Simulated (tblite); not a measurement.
Compound: C₂H₄F₄SeSi.
Numbering: `[F:1][SiH2:2][Se:3][CH2:4][C:5]([F:6])([F:7])[F:8]` (hydrogens: H9, H10 on Si2; H11, H12 on C4)

Computed with GFN2-xTB (tblite), gas phase: L-BFGS steps from a force-field or distance-geometry start until the largest atomic force falls under 0.01 eV/Å.

Step 6: E = -823.2574 eV
```
atom  x, y, z in Å  |  force x, y, z in eV/Å
F1      3.1486   -0.9339   -0.5369   -0.099   0.101   0.126
Si2     2.2416    0.1567    0.2232   -0.031  -0.060   0.024
Se3     0.6091    0.8292   -1.2333   -0.111   0.048  -0.025
C4     -0.9765   -0.2913   -0.8621   -0.150  -0.015   0.125
C5     -1.6689    0.1158    0.4166   -0.030   0.050   0.106
F6     -2.7377   -0.6583    0.6783   -0.019  -0.004  -0.132
F7     -0.8805    0.0037    1.4964    0.112   0.054   0.029
F8     -2.1123    1.3805    0.3960    0.122  -0.156  -0.063
H9      3.0612    1.3227    0.4660    0.106   0.051  -0.111
H10     1.7272   -0.4608    1.4236   -0.049  -0.155  -0.041
H11    -0.7255   -1.3544   -0.8199    0.058   0.120   0.027
H12    -1.6852   -0.1108   -1.6738    0.089  -0.033  -0.065
```

Step 7: E = -823.2632 eV
```
atom  x, y, z in Å  |  force x, y, z in eV/Å
F1      3.1439   -0.9278   -0.5284   -0.054   0.029   0.064
Si2     2.2327    0.1605    0.2246    0.027   0.012   0.124
Se3     0.6096    0.8369   -1.2353   -0.170   0.004  -0.008
C4     -0.9741   -0.2912   -0.8605   -0.162  -0.002   0.112
C5     -1.6690    0.1180    0.4183    0.033  -0.069   0.044
F6     -2.7381   -0.6568    0.6786   -0.013  -0.005  -0.124
F7     -0.8781    0.0006    1.4970    0.069   0.094   0.019
F8     -2.1123    1.3791    0.3933    0.115  -0.076  -0.025
H9      3.0684    1.3230    0.4560    0.030  -0.012  -0.096
H10     1.7247   -0.4744    1.4220   -0.038  -0.093  -0.085
H11    -0.7250   -1.3552   -0.8175    0.079   0.146   0.032
H12    -1.6816   -0.1135   -1.6741    0.084  -0.027  -0.055
```

Step 8: E = -823.2687 eV
```
atom  x, y, z in Å  |  force x, y, z in eV/Å
F1      3.1384   -0.9218   -0.5191   -0.007  -0.043   0.001
Si2     2.2246    0.1647    0.2280    0.054   0.085   0.169
Se3     0.6065    0.8442   -1.2371   -0.184  -0.033   0.031
C4     -0.9748   -0.2908   -0.8570   -0.089   0.015   0.042
C5     -1.6686    0.1186    0.4212    0.074  -0.149  -0.031
F6     -2.7391   -0.6558    0.6762   -0.003  -0.010  -0.072
F7     -0.8740   -0.0004    1.4984    0.002   0.102   0.007
F8     -2.1100    1.3766    0.3899    0.082   0.034   0.026
H9      3.0761    1.3232    0.4446   -0.038  -0.060  -0.074
H10     1.7213   -0.4895    1.4192   -0.033  -0.037  -0.106
H11    -0.7226   -1.3531   -0.8145    0.096   0.117   0.038
H12    -1.6765   -0.1167   -1.6759    0.049  -0.020  -0.032
```

Step 9: E = -823.2726 eV
```
atom  x, y, z in Å  |  force x, y, z in eV/Å
F1      3.1342   -0.9182   -0.5123    0.009  -0.070  -0.026
Si2     2.2200    0.1686    0.2326    0.044   0.095   0.123
Se3     0.6006    0.8484   -1.2375   -0.139  -0.040   0.071
C4     -0.9771   -0.2903   -0.8537    0.008   0.019  -0.034
C5     -1.6676    0.1170    0.4235    0.060  -0.122  -0.068
F6     -2.7401   -0.6556    0.6727    0.007  -0.016  -0.012
F7     -0.8705    0.0010    1.4997   -0.049   0.076  -0.002
F8     -2.1062    1.3748    0.3879    0.050   0.088   0.058
H9      3.0810    1.3228    0.4353   -0.060  -0.057  -0.048
H10     1.7180   -0.5009    1.4156   -0.037  -0.009  -0.091
H11    -0.7189   -1.3492   -0.8116    0.105   0.054   0.040
H12    -1.6722   -0.1192   -1.6781    0.003  -0.017  -0.011
```

Problem. Estimate the geometry and energy of step 10. (The exact step hangs on the optimiser's Hessian estimate; all steps are aligned on step 9, rigid shifts and turns removed.)

Solution. E = -823.2752 eV, largest force 0.114 eV/Å
```
atom  x, y, z in Å  |  force x, y, z in eV/Å
F1      3.1314   -0.9168   -0.5083   -0.001  -0.057  -0.023
Si2     2.2182    0.1721    0.2373    0.017   0.045   0.030
Se3     0.5940    0.8502   -1.2362   -0.063  -0.016   0.094
C4     -0.9786   -0.2898   -0.8522    0.067   0.007  -0.070
C5     -1.6663    0.1146    0.4241    0.016  -0.032  -0.061
F6     -2.7405   -0.6559    0.6699    0.015  -0.017   0.024
F7     -0.8691    0.0035    1.5005   -0.066   0.035  -0.007
F8     -2.1024    1.3745    0.3876    0.029   0.079   0.062
H9      3.0832    1.3219    0.4287   -0.043  -0.016  -0.025
H10     1.7150   -0.5083    1.4117   -0.046  -0.002  -0.055
H11    -0.7144   -1.3455   -0.8091    0.105  -0.005   0.033
H12    -1.6694   -0.1212   -1.6799   -0.031  -0.020  -0.002
```

The energy changes by -0.0025 eV. The first-order estimate −F·Δx gives -0.0037 eV and the mean of the old and new forces, exact on a quadratic surface, -0.0026 eV. The step makes an angle of 57° with the force vector and moves no atom by more than 0.009 Å.

The cost below is that of the whole relaxation. On one thread, Arm Neoverse V1 (aarch64) (shared host), this took 0.79 s of wall time.
